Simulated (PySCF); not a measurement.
C2H8N2Si.

```xyz
13

Si     0.3817     0.3387    -0.3754
N      1.2311    -0.9150    -1.2061
N      1.0775     0.7701     1.1522
C     -1.3789    -0.2943    -0.2318
C     -2.0641    -0.2498     0.9216
H      0.4298     1.6185    -1.1485
H      0.8988    -1.8722    -1.1643
H      2.2369    -0.8781    -1.3366
H      1.1498     0.1066     1.9174
H      1.0268     1.7240     1.4942
H     -1.8861    -0.7119    -1.1153
H     -3.0953    -0.6128     1.0164
H     -1.6065     0.1631     1.8308
```
Charge 0, spin multiplicity 1.

The structure is a stationary point at r2SCAN-D4/def2-SVP. Other conformers were not sampled.

Computed with PBE/pcSseg-1 (PySCF). Non-relativistic, no solvent.

### Question
Give the absolute GIAO shielding of each atom: isotropic value and principal components (ppm). (An estimate is asked for; the answer gives what the named calculation found.)

### Answer

| atom | σ(iso) | σ11 | σ22 | σ33 | span |
|---|---|---|---|---|---|
| Si1 | 370.6 | 316.5 | 386.0 | 409.4 | 92.8 |
| N2 | 234.6 | 204.0 | 235.1 | 264.8 | 60.8 |
| N3 | 237.5 | 193.9 | 255.4 | 263.3 | 69.4 |
| C4 | 33.7 | -86.0 | 21.5 | 165.7 | 251.6 |
| C5 | 37.6 | -84.8 | 36.8 | 160.7 | 245.4 |
| H6 | 26.2 | 22.6 | 24.5 | 31.4 | 8.8 |
| H7 | 30.6 | 24.2 | 27.6 | 40.1 | 15.9 |
| H8 | 30.8 | 23.9 | 26.7 | 41.9 | 18.0 |
| H9 | 31.0 | 25.3 | 26.3 | 41.5 | 16.2 |
| H10 | 30.8 | 24.7 | 25.7 | 41.9 | 17.3 |
| H11 | 24.6 | 21.8 | 24.7 | 27.4 | 5.6 |
| H12 | 24.8 | 22.0 | 24.6 | 27.9 | 5.9 |
| H13 | 25.1 | 21.5 | 24.3 | 29.4 | 7.8 |
